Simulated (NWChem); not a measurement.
System: CdGeH3F; SMILES [Cd]([F])[GeH3]

Results from NWChem. All runs use the structure optimised with PBE-D3(BJ)/def2-SVP. def2 effective core potentials on Cd; no spin-orbit coupling.

For level PBE0/def2-SVP (core potentials):

| Quantity | Result |
|---|---|
| highest occupied level (eV) | -8.14 |
| orbital gap (eV) | 7.05 |
| dipole (D) | 2.59 |

Task: How do the values read with level PBE0/STO-3G (all-electron, non-relativistic) instead?

Result: 
| Property | Value |
|---|---|
| highest occupied level (eV) | -3.77 |
| orbital gap (eV) | 8.22 |
| dipole (D) | 0.18 |
